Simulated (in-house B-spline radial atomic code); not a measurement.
Response of neutral neon as one setting changes: the share of exact exchange in a PBE hybrid. A dash marks a strongly mixed or unbound state. Computed with a B-spline radial code for spherical atoms: linear response of the closed shell [He] 2s2 2p6 with the functional's adiabatic kernel; non-relativistic, point nucleus, no spin-orbit coupling, no double excitations, S, P, D and F terms only. Only terms of natural parity with L up to 3 were computed.

```csv
share of exact exchange in a PBE hybrid,lowest 1P (eV),"lowest 3P, Tamm-Dancoff (eV)",minus highest occupied level (eV),α (bohr³)
0,-,-,13.347,3.075
0.1,2p → 3s 13.892,2p → 3s 13.775,14.401,2.963
0.2,?,?,?,?
0.3,2p → 3s 15.169,2p → 3s 15.006,16.532,2.767
0.4,2p → 3s 15.787,2p → 3s 15.604,17.610,2.681
0.5,2p → 3s 16.396,2p → 3s 16.192,18.695,2.601
0.6,2p → 3s 16.997,2p → 3s 16.773,19.787,2.527
0.7,2p → 3s 17.591,2p → 3s 17.346,20.887,2.459
0.8,?,?,?,?
0.9,2p → 3s 18.759,2p → 3s 18.474,23.104,2.335
1,2p → 3s 19.334,2p → 3s 19.029,24.222,2.279
```

(1) What belongs in the row for 0.2?

(2) What belongs in the row for 0.8?

## Answers

(1) lowest 1P (eV): 2p → 3s 14.538; lowest 3P, Tamm-Dancoff (eV): 2p → 3s 14.398; minus highest occupied level (eV): 15.462; α (bohr³): 2.861.

(2) lowest 1P (eV): 2p → 3s 18.178; lowest 3P, Tamm-Dancoff (eV): 2p → 3s 17.913; minus highest occupied level (eV): 21.992; α (bohr³): 2.395.
